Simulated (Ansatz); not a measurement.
## Molecular dynamics of Cl2FHOTi

input.yaml

```yaml
crystal:
  periodic: [false, false, false]
  atoms:
    - { symbol: Ti, position_ang: [-0.045103, -0.058946, -0.01399] }
    - { symbol: Cl, position_ang: [0.037498, -0.058474, 2.180137] }
    - { symbol: O, position_ang: [1.579915, -0.163601, -0.653256] }
    - { symbol: H, position_ang: [2.358382, -0.736188, -0.646193] }
    - { symbol: F, position_ang: [-0.763628, 1.414037, -0.588028] }
    - { symbol: Cl, position_ang: [-1.207764, -1.789528, -0.702669] }
basis:
  gaussian: { orbitals: def2-SVP }
hamiltonian:
  xc: b3lyp
md:
  timestep: 0.5
  n_steps: 300
  ensemble: nvt_nose_hoover
  temperature: 200.0
  initial_velocities: maxwell_boltzmann
  seed: 928461
  temperature_schedule:
    - { n_steps: 75, end_temperature: 200.0 }
    - { n_steps: 225, end_temperature: 600.0 }
```

Launched with:

```bash
$ ansatz run input.yaml --threads 2 --pin off --max-ram 3072MiB --backend cpu --events-out ev --progress --plain --runs-dir out
```

It starts from a relaxed structure.

Output, in part (step lines, the closing report, with atoms numbered from 0):

```
md step     0: t =     0.00 fs  T =   200.0 K (target 200.0 K)  F+E_penalty+E_count = -52934.60182239 eV  E_kin = 0.103408 eV  conserved = -52934.49841439 eV  (31 SCF iters)
md step     1: t =     0.50 fs  T =   194.2 K (target 200.0 K)  F+E_penalty+E_count = -52934.59873760 eV  E_kin = 0.100394 eV  conserved = -52934.49834375 eV  (36 SCF iters)
md step     2: t =     1.00 fs  T =   179.4 K (target 200.0 K)  F+E_penalty+E_count = -52934.59084590 eV  E_kin = 0.092749 eV  conserved = -52934.49809733 eV  (35 SCF iters)
md step     3: t =     1.50 fs  T =   162.9 K (target 200.0 K)  F+E_penalty+E_count = -52934.58201993 eV  E_kin = 0.084214 eV  conserved = -52934.49780641 eV  (29 SCF iters)
md step     4: t =     2.00 fs  T =   152.9 K (target 200.0 K)  F+E_penalty+E_count = -52934.57672375 eV  E_kin = 0.079065 eV  conserved = -52934.49766048 eV  (28 SCF iters)
md step     5: t =     2.50 fs  T =   153.6 K (target 200.0 K)  F+E_penalty+E_count = -52934.57717560 eV  E_kin = 0.079418 eV  conserved = -52934.49776191 eV  (28 SCF iters)
md step     6: t =     3.00 fs  T =   162.1 K (target 200.0 K)  F+E_penalty+E_count = -52934.58183961 eV  E_kin = 0.083811 eV  conserved = -52934.49803602 eV  (28 SCF iters)
md step     7: t =     3.50 fs  T =   170.7 K (target 200.0 K)  F+E_penalty+E_count = -52934.58652395 eV  E_kin = 0.088238 eV  conserved = -52934.49829750 eV  (36 SCF iters)
[... lines left out ...]
md step   297: t =   148.50 fs  T =   221.3 K (target 593.8 K)  F+E_penalty+E_count = -52934.53021120 eV  E_kin = 0.114433 eV  conserved = -52934.49713907 eV  (28 SCF iters)
md step   298: t =   149.00 fs  T =   241.5 K (target 595.6 K)  F+E_penalty+E_count = -52934.54053147 eV  E_kin = 0.124845 eV  conserved = -52934.49765029 eV  (36 SCF iters)
md step   299: t =   149.50 fs  T =   264.5 K (target 597.3 K)  F+E_penalty+E_count = -52934.55233103 eV  E_kin = 0.136778 eV  conserved = -52934.49816993 eV  (36 SCF iters)
md step   300: t =   150.00 fs  T =   275.3 K (target 599.1 K)  F+E_penalty+E_count = -52934.55743538 eV  E_kin = 0.142363 eV  conserved = -52934.49838147 eV  (33 SCF iters)
Total energy: -52934.55778791 eV, -1945.3091183739 hartree
Atom 0 at    -0.031721    -0.078449    -0.029234 Å, force     1.090874     0.806810    -0.128611 eV/Å
Atom 1 at     0.012860    -0.073395     2.173226 Å, force     0.029404     0.010303    -0.158027 eV/Å
Atom 2 at     1.630581    -0.127254    -0.670689 Å, force    -1.173371     0.068712     0.326778 eV/Å
Atom 3 at     2.518643    -0.496671    -0.677683 Å, force     0.116678    -0.112525     0.040091 eV/Å
Atom 4 at    -0.771562     1.404454    -0.590448 Å, force     0.146331    -0.375527     0.130365 eV/Å
Atom 5 at    -1.224367    -1.766353    -0.665115 Å, force    -0.209916    -0.397772    -0.210596 eV/Å
Dipole moment:     0.507554    -0.194926    -0.102918 e Å
```

The steps, from the saved trajectory:

```json
{"time (fs)": "0.0", "T (K)": "200", "potential energy less start (eV)": "0.000", "conserved less start (meV/atom)": "0.00"}
{"time (fs)": "5.0", "T (K)": "144", "potential energy less start (eV)": "0.029", "conserved less start (meV/atom)": "0.05"}
{"time (fs)": "10.0", "T (K)": "78", "potential energy less start (eV)": "0.064", "conserved less start (meV/atom)": "0.10"}
{"time (fs)": "15.0", "T (K)": "87", "potential energy less start (eV)": "0.059", "conserved less start (meV/atom)": "0.12"}
{"time (fs)": "20.0", "T (K)": "123", "potential energy less start (eV)": "0.041", "conserved less start (meV/atom)": "0.09"}
{"time (fs)": "25.0", "T (K)": "103", "potential energy less start (eV)": "0.052", "conserved less start (meV/atom)": "0.05"}
{"time (fs)": "30.0", "T (K)": "75", "potential energy less start (eV)": "0.066", "conserved less start (meV/atom)": "0.01"}
{"time (fs)": "35.0", "T (K)": "87", "potential energy less start (eV)": "0.061", "conserved less start (meV/atom)": "0.02"}
{"time (fs)": "40.0", "T (K)": "110", "potential energy less start (eV)": "0.050", "conserved less start (meV/atom)": "0.08"}
{"time (fs)": "45.0", "T (K)": "93", "potential energy less start (eV)": "0.061", "conserved less start (meV/atom)": "0.13"}
{"time (fs)": "50.0", "T (K)": "41", "potential energy less start (eV)": "0.088", "conserved less start (meV/atom)": "0.12"}
{"time (fs)": "55.0", "T (K)": "70", "potential energy less start (eV)": "0.074", "conserved less start (meV/atom)": "0.05"}
{"time (fs)": "60.0", "T (K)": "147", "potential energy less start (eV)": "0.036", "conserved less start (meV/atom)": "0.01"}
{"time (fs)": "65.0", "T (K)": "158", "potential energy less start (eV)": "0.033", "conserved less start (meV/atom)": "0.03"}
{"time (fs)": "70.0", "T (K)": "100", "potential energy less start (eV)": "0.065", "conserved less start (meV/atom)": "0.08"}
{"time (fs)": "75.0", "T (K)": "67", "potential energy less start (eV)": "0.085", "conserved less start (meV/atom)": "0.14"}
{"time (fs)": "80.0", "T (K)": "116", "potential energy less start (eV)": "0.062", "conserved less start (meV/atom)": "0.13"}
{"time (fs)": "85.0", "T (K)": "161", "potential energy less start (eV)": "0.042", "conserved less start (meV/atom)": "0.07"}
{"time (fs)": "90.0", "T (K)": "145", "potential energy less start (eV)": "0.055", "conserved less start (meV/atom)": "0.01"}
{"time (fs)": "95.0", "T (K)": "112", "potential energy less start (eV)": "0.075", "conserved less start (meV/atom)": "0.02"}
{"time (fs)": "100.0", "T (K)": "123", "potential energy less start (eV)": "0.073", "conserved less start (meV/atom)": "0.11"}
{"time (fs)": "105.0", "T (K)": "133", "potential energy less start (eV)": "0.074", "conserved less start (meV/atom)": "0.17"}
{"time (fs)": "110.0", "T (K)": "92", "potential energy less start (eV)": "0.099", "conserved less start (meV/atom)": "0.16"}
{"time (fs)": "115.0", "T (K)": "84", "potential energy less start (eV)": "0.106", "conserved less start (meV/atom)": "0.07"}
{"time (fs)": "120.0", "T (K)": "139", "potential energy less start (eV)": "0.081", "conserved less start (meV/atom)": "0.03"}
{"time (fs)": "125.0", "T (K)": "199", "potential energy less start (eV)": "0.055", "conserved less start (meV/atom)": "0.04"}
{"time (fs)": "130.0", "T (K)": "183", "potential energy less start (eV)": "0.069", "conserved less start (meV/atom)": "0.09"}
{"time (fs)": "135.0", "T (K)": "126", "potential energy less start (eV)": "0.105", "conserved less start (meV/atom)": "0.20"}
{"time (fs)": "140.0", "T (K)": "163", "potential energy less start (eV)": "0.091", "conserved less start (meV/atom)": "0.20"}
{"time (fs)": "145.0", "T (K)": "248", "potential energy less start (eV)": "0.053", "conserved less start (meV/atom)": "0.12"}
{"time (fs)": "150.0", "T (K)": "275", "potential energy less start (eV)": "0.044", "conserved less start (meV/atom)": "0.01"}
```

All steps were run. The conserved energy stayed within 0.23 meV per atom of its start (net change 0.0055 meV per atom), so the integration is sound. The schedule's set-point averaged 467 K over the second half and the system 148 K, so it lags behind the ramp. A run of 0.15 ps of so small a system gives no equilibrium averages.

The same pairs are bonded in the first frame and the last. Pairs count as bonded within 1.25 times the sum of covalent radii (0.12 Å more for H–H).

Last frame:

```xyz
6
Properties=species:S:1:pos:R:3
Ti -0.032 -0.078 -0.029
Cl 0.013 -0.073 2.173
O 1.631 -0.127 -0.671
H 2.519 -0.497 -0.678
F -0.772 1.405 -0.590
Cl -1.224 -1.766 -0.665
```

Run time: 16 min on 2 threads of Arm Neoverse V2, on a shared host, peak memory 0.24 GiB.
